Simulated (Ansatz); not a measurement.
`C[SiH]1[SiH2]S1` → `[CH2]` (triplet) + `[SiH2]1[SiH2]S1` at 700 K and 1 bar (formal loss of a carbene).

Program: Ansatz. Geometries: PBE0-D4/def2-TZVP. ΔE: electronic, gas phase. CBS: MP2 limit from def2 TZ/QZ plus the TZ coupled-cluster correction, frozen cores. This one scheme is used for every species. Triplets are unrestricted, without spin–orbit coupling.

| species | CCSD(T)/CBS energy (Eh) | H − E (kJ/mol) | S (J/(mol·K)) |
| --- | --- | --- | --- |
| `C[SiH]1[SiH2]S1` | -1017.63316 | 246.3 | 450.4 |
| `[CH2]` (triplet) | -39.09499 | 70.4 | 226.8 |
| `[SiH2]1[SiH2]S1` | -978.35432 | 151.0 | 375.9 |

H − E and S are ideal-gas, rigid-rotor, harmonic terms from PBE0-D4/def2-TZVP, for one conformer and one mirror image of each species, with the whole ground term of open shells counted as degenerate. 1 Eh = 2625.50 kJ/mol, R = 8.31446 J/(mol·K).

By hand: ΔE, ΔH, ΔS and ΔG.

ΔE = (-39.09499) + (-978.35432) − (-1017.63316) = 0.18385 Eh = 482.7 kJ/mol. Δ(H − E) = 70.4 + 151.0 − 246.3 = -24.9, so ΔH = 457.8 kJ/mol. ΔS = 226.8 + 375.9 − 450.4 = 152.3 J/(mol·K). ΔG = 457.8 − 700 × (152.3)/1000 = 351.2 kJ/mol.

By hand: the equilibrium constant, and the temperature at which ΔG would vanish if ΔH and ΔS stayed fixed.

log₁₀ K = −ΔG/(RT ln 10) = -26.2. ΔG = 0 at ΔH/ΔS = 3006 K, far beyond where these terms or the molecules hold.

The number of gas molecules changes by +1, which sets the sign of ΔS. A doubt of 5 kJ/mol in ΔE shifts log₁₀ K by 0.4 here. Other conformers and mirror images would add mixing entropy, several J/(mol·K) or more a flexible species. A triplet takes part, so the spin changes. These are equilibria of isolated gas molecules and say nothing of rates. Largest T1 diagnostic: 0.014 (customary marks: 0.02 for closed shells, 0.045 for open ones).
